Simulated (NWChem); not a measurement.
# C2H2ClF; SMILES C(=C)(Cl)F

```xyz
6

C     -1.1824     1.1530     0.0000
C     -0.0579     0.4482     0.0000
F      1.1380     1.0040     0.0000
Cl     0.0280    -1.2671     0.0000
H     -2.1495     0.6546     0.0000
H     -1.1270     2.2422     0.0000
```
Atoms are numbered in this order, from 1.

Geometry: optimised at PBE0/def2-SVP.

Symmetry labels are those of Cs in the frame above (b1 and b2, or b-type labels, depend on it).

### Question
List the 6 lowest vertical singlet excitations from BHandHLYP/6-31+G* (spherical d), full TDDFT (NWChem).

### Answer
```
state  energy (eV)  oscillator strength  symmetry  leading excitation (squared amplitude)
-----  -----------  -------------------  --------  --------------------------------------
S1            6.85                0.003        a"                    HOMO → LUMO+3 (0.37)
S2            7.11                0.016        a"                    HOMO → LUMO+1 (0.60)
S3            7.14                0.366        a'                      HOMO → LUMO (0.98)
S4            7.96                0.016        a"                    HOMO → LUMO+2 (0.63)
S5            8.29                0.004        a"                    HOMO → LUMO+4 (0.95)
S6            8.69                0.004        a'                  HOMO−1 → LUMO+1 (0.30)
```
